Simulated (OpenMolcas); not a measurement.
# Levels of Ge+ by method

* Program: OpenMolcas 26.06
* Basis: ANO-R3 [7s6p5d4f2g]
* Scalar Hamiltonian: X2C, finite nucleus
* Active space: 1 electron in 9 orbitals (RAS2 4p; RAS3 4d 5s, at most 1 electron)
* State averaging: 2S+1 = 2 odd, 3 roots; 2S+1 = 2 even, 6 roots
* Spin-orbit coupling: RASSI with atomic mean-field integrals over the reference wave functions, term energies averaged over their components

Methods on the same reference wave functions:
A. RASSCF
B. SS-RASPT2, IPEA 0.25 Eh, imaginary shift 0.1 Eh (closed shells correlated: 3d 4s)

Energies in cm-1 above 4s2 4p 2P* 1/2, the measured ground level; measured values from NIST Handbook of Basic Atomic Spectroscopic Data.

```tsv
Level	A	B	Measured
4s2 4p 2P* 1/2	0.0	0.0	0.0
4s2 4p 2P* 3/2	1575	1575	1767
4s2 5s 2S 1/2	60654	62928	62403
4s2 4d 2D 3/2	92822	89787	80837
4s2 4d 2D 5/2	92946	89910	81013
```

Deviations, from unrounded energies. A percentage is the sum of absolute deviations over the sum of measured energies, with the sign that they share, or ± where signs differ.

```json
{"Against measurement": "mean absolute deviation (cm-1)", "Levels": "4", "A": "6500", "B": "4600"}
{"Against measurement": "fine structure of the ground term (%)", "Levels": "1", "A": "-10.9", "B": "-10.9"}
{"Against measurement": "other configurations (%)", "Levels": "3", "A": "±11.4", "B": "+8.2"}
```

B lies closest to measurement on these levels. The largest miss of B in the table is 4s2 4d 2D 3/2, by +8900 cm-1. The ranking rests on the paired levels alone, and a cruder setting can come out closer through cancelling errors.

The lowest spin-free term lies below A's lowest term by 0.543 hartree in B.

ANO sets are built for valence states and can reach diffuse excited orbitals poorly, and with the s shell closed the s pⁿ⁺¹ terms that mix with these levels are absent. With one active electron the reference holds no correlation, so core polarisation is missing (holds for A). With one active electron, CASPT2 adds the correlation within the correlated inactive shells and between them and that electron, and leaves the splitting within a term as the reference gives it (holds for B). Measured partners are found by configuration, term and J. A level has none where our copy of the source lacks it or the pairing is in doubt (some pairs that miss far off the trend of their configuration count as doubtful), and it then counts in no deviation. Only configurations of the active space appear.

* marks odd parity.
